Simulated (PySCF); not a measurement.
CH₃Li, SMILES [Li][CH3].

The structure is a stationary point at PBE0-D3(BJ)/def2-TZVPD. The isomer is the one that the SMILES or the coordinates give; other isomers of the formula were not compared.

Method: TDA-B3LYP/def2-TZVPD run with PySCF.

Vertical excitations; the highest root listed may be one member of a degenerate set.  State labels are in the subgroup Cs.

```csv
state,symmetry,energy (eV),λ (nm),f,main pairs
S1,A',2.84,436,0.097,HOMO→LUMO 98 %
S2,A',3.98,312,0.080,HOMO→LUMO+2 (degenerate set)
S3,A",3.98,312,0.080,HOMO→LUMO+1 (degenerate set)
S4,A',4.50,275,0.021,HOMO→LUMO+3 98 %
S5,A',5.70,217,0.001,HOMO→LUMO+4 98 %
S6,A',5.82,213,0.039,HOMO→LUMO+5 (degenerate set)
S7,A",5.82,213,0.039,HOMO→LUMO+6 (degenerate set)
S8,A',6.41,193,0.012,HOMO−1→LUMO (degenerate set)
S9,A",6.41,193,0.012,HOMO−2→LUMO (degenerate set)
S10,A',6.77,183,0.027,HOMO→LUMO+7 97 %
T1,A',2.35,528,0,HOMO→LUMO 98 %
T2,A',3.87,321,0,HOMO→LUMO+2 (degenerate set)
T3,A",3.87,321,0,HOMO→LUMO+1 (degenerate set)
T4,A',4.43,280,0,HOMO→LUMO+3 95 %
```
Triplets are in the Tamm–Dancoff approximation.
